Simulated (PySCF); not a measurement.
Molecule: SMILES C=C=CC#CC(F)(F)F, C$_{6}$H$_{3}$F$_{3}$.

Bonds (- single, = double, # triple, : aromatic): C1=C2, C2=C3, C3-C4, C4#C5, C5-C6, C6-F7, C6-F8, C6-F9. C1 carries H10, H11; C3 carries H12.

Frames of a GFN2-xTB Langevin trajectory at 300 K; GIAO PBE0/pcSseg-1 shieldings in PySCF 2.14, gas phase, non-relativistic; equivalent atoms averaged within each frame.

Referencing at the same level of theory: ¹³C (186.93 ppm) and ¹H (31.72 ppm) vs TMS; ¹⁹F (170.95 ppm) against CFCl3. The references are static minima.

Q: How do the shifts (ppm) fluctuate along the trajectory?

A: 
| time (fs) | C2 | C6 | C4 | C5 | C1 | C3 | F7/F8/F9 | H12 | H10/H11 |
| --- | --- | --- | --- | --- | --- | --- | --- | --- | --- |
| optimised geometry | 234.0 | 124.7 | 87.5 | 87.6 | 82.8 | 77.2 | -61.6 | 5.65 | 5.46 |
| 250 | 237.5 | 123.7 | 91.5 | 90.3 | 86.2 | 80.6 | -64.5 | 6.00 | 5.15 |
| 425 | 235.3 | 125.3 | 98.7 | 89.6 | 82.5 | 82.8 | -44.0 | 5.88 | 5.63 |
| 625 | 234.5 | 127.9 | 91.3 | 96.9 | 82.2 | 75.1 | -54.5 | 5.76 | 6.11 |
| 800 | 226.6 | 121.5 | 92.3 | 92.9 | 82.2 | 77.0 | -70.3 | 5.45 | 5.40 |
| 1000 | 231.8 | 126.4 | 89.4 | 86.4 | 87.0 | 76.5 | -56.9 | 5.54 | 5.44 |
| mean of frames | 233.1 | 125.0 | 92.7 | 91.2 | 84.0 | 78.4 | -58.0 | 5.72 | 5.55 |
| standard deviation | 4.2 | 2.5 | 3.5 | 3.9 | 2.4 | 3.2 | 10.0 | 0.23 | 0.36 |

5 frames give an uncertainty of the mean of about the standard deviation over 2.2 at best, since frames this close in time may not be independent; classical motion lacks zero-point vibration, and the reference would need the same averaging.
